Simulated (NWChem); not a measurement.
Molecule: CH$_{3}$F$_{3}$OSi; SMILES O([Si](F)(F)F)C

```xyz
9

C      0.0171     2.3032     0.0000
O      0.7225     1.0590     0.0000
Si     0.0220    -0.3983     0.0000
F     -0.9008    -0.6193    -1.2776
F      1.1643    -1.4958     0.0000
F     -0.9008    -0.6193     1.2776
H     -0.6084     2.3962     0.8949
H     -0.6084     2.3962    -0.8949
H      0.7619     3.1015     0.0000
```
Atoms are numbered in this order, from 1.

Computed with NWChem. Medium grid unless said otherwise, to which SCAN and Minnesota functionals are sensitive. Geometry: optimised at B3LYP/6-31G* (spherical d). Total energies of different functionals are on different scales.

| level | energy (Ha) | highest occupied level (eV) | orbital gap (eV) | dipole (D) |
|---|---|---|---|---|
| PBE/def2-TZVP | -704.0340 | ___ | ___ | ___ |
| B3LYP/def2-TZVP | -704.6280 | -9.17 | 9.42 | 2.47 |
| M06-2X/def2-TZVP | -704.4490 | -11.09 | 12.45 | 2.53 |
| r2SCAN/def2-TZVP | -704.4011 | -8.11 | 8.26 | 2.41 |
| TPSSh/def2-TZVP | -704.6049 | -8.52 | 8.78 | 2.43 |
| CAM-B3LYP/def2-TZVP | -704.5103 | -10.93 | 12.42 | 2.52 |

Task: Complete the blanks.

Result: 
- PBE/def2-TZVP, highest occupied level (eV): -7.73
- PBE/def2-TZVP, orbital gap (eV): 7.32
- PBE/def2-TZVP, dipole (D): 2.36
